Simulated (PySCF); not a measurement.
# Distorted geometries of [GdF4]−

[GdF4]− (singlet in the valence; each metal's 4f electrons, 7 of them, lie in its core potential, out of spins and levels). PySCF 2.14.0, RKS TPSS, Gd lcecp-1-SVP with ECP53, F def2-SVP; non-relativistic Hamiltonian with scalar-relativistic core potentials where named; density fitting; no spin-orbit coupling. Relaxed geometry:

```xyz
5

Gd    0.0000    0.0000    0.0000
F     1.2158    1.2158    1.2158
F    -1.2158   -1.2158    1.2158
F     1.2158   -1.2158   -1.2158
F    -1.2158    1.2158   -1.2158
```

Task: Order these distorted geometries by energy above the relaxed one, lowest first.
A.
```xyz
5

Gd   -0.0292    0.0571    0.0355
F     1.2098    1.1975    1.2120
F    -1.1999   -1.2892    1.2820
F     1.2085   -1.2129   -1.2399
F    -1.1892    1.2475   -1.2897
```
B.
```xyz
5

Gd   -0.1628    0.0573   -0.0327
F     1.2381    1.0979    1.3051
F    -1.1611   -1.2900    1.3078
F     1.2903   -1.1145   -1.2085
F    -1.2046    1.2493   -1.3717
```
C.
```xyz
5

Gd    0.1253    0.1040   -0.0008
F     1.1857    1.1894    1.0371
F    -1.2840   -1.2294    1.4047
F     1.2813   -1.1349   -1.1853
F    -1.3083    1.0709   -1.2557
```

Result: A (0.12 eV), B (0.29 eV), C (1.31 eV).

Task: Which forces (eV/Å) act in the one that lies 0.29 eV up?

Result: 
```
Gd   2.48 -1.11  0.96
F   -1.01 -0.39 -0.85
F    0.03  0.49 -0.57
F   -1.09  0.72  0.66
F   -0.41  0.29 -0.20
```
Forces carry noise of the integration grid, about 0.01 to 0.03 eV/Å.

No frequency check is given that shows the relaxed geometry to be a minimum. An lcecp potential fixes the number of 4f electrons, so in runs with it no electron can move into or out of that shell.
